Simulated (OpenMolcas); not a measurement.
# Levels of Te II by method

```
Program             : OpenMolcas
Basis               : ANO-RCC-VTZP [7s6p4d2f1g]
Scalar Hamiltonian  : DKH2, point nucleus
Active space        : 5 electrons in 8 orbitals (5s 5p 6s 6p)
State averaging     : 2S+1 = 4 odd, 1 root; 2S+1 = 2 odd, 8 roots; 2S+1 = 4 even, 3 roots; 2S+1 = 2 even, 9 roots
Spin-orbit coupling : RASSI with atomic mean-field integrals over the reference wave functions, term energies averaged over their components
```

Methods on the same reference wave functions:
A. CASSCF
B. SS-CASPT2, IPEA 0.25 Eh, imaginary shift 0.1 Eh (closed shells correlated: 4d)
C. XMS-CASPT2, IPEA 0.25 Eh, imaginary shift 0.1 Eh (closed shells correlated: 4d)

Energies in eV above 5s2 5p3 4S* 3/2, the measured ground level; measured values from NIST Handbook of Basic Atomic Spectroscopic Data.

```csv
Level,A,B,C,Measured
5s2 5p3 4S* 3/2,0.0000,0.0000,0.0000,0.0000
5s2 5p3 2D* 3/2,1.7059,1.453,1.436,1.2674
5s2 5p3 2D* 5/2,1.9912,1.677,1.658,1.5401
5s2 5p3 2P* 1/2,2.7531,2.812,2.807,2.5475
5s2 5p3 2P* 3/2,3.1194,3.116,3.109,2.9796
5s 5p4 4P 5/2,9.3101,9.207,8.942,8.8267
5s 5p4 4P 3/2,9.7062,9.614,9.347,9.2856
5s 5p4 4P 1/2,9.8734,9.777,9.514,
```

Deviations, from unrounded energies. A percentage is the sum of absolute deviations over the sum of measured energies, with the sign that they share, or ± where signs differ.

```tsv
Against measurement	Levels	A	B	C
mean absolute deviation (cm-1)	6	2900	1900	1100
other terms of the ground configuration (%)	4	+14.8	+8.7	+8.1
other configurations (%)	2	+5.0	+3.9	+1.0
```

C lies closest to measurement on these levels and A furthest from it. The largest miss of C in the table is 5s2 5p3 2P* 1/2, by +2100 cm-1. The ranking rests on the paired levels alone, and a cruder setting can come out closer through cancelling errors.

Between B and C the level of the table that moves most is 5s 5p4 4P 3/2, by 2200 cm-1 (lowest in C, highest in B). Moves below CASPT2's spread within the term are not significant.

From A to B the spin-free energies of the other terms of 5s2 5p3 shown, above 4S*, scale by factors of 0.83 to 1.02.

The lowest spin-free term lies below A's lowest term by 0.502 hartree in B, 0.502 hartree in C.

CASPT2 breaks the degeneracy within a term, and the mean is taken; among the terms shown or strongly mixed into the levels shown the widest spread is 390 cm-1 (5s2 5p3 2D*, C). Over all roots computed the reference weight is 0.82 to 0.91 in B, 0.82 to 0.91 in C; the roots of lowest weight are the least certain, and an intruder state may touch them. Active for correlation alone: 6p 6s; no level in the range computed is led by a configuration that fills them, so any true level of that kind is missing. Terms of s pⁿ other than that of highest spin mix with s² pⁿ⁻² d, which this space lacks; all of them can be thousands of cm-1 off, and some have no real level of that name. Computed and measured levels are paired by configuration, term and J; levels that our copy of the source lacks, or whose pairing is in doubt (as where it misses far off the trend of its configuration), stay unpaired and out of the deviations. Levels of configurations outside the active space are missing. Levels that lie high or do not pair safely by name in every column are left out.

* marks odd parity.
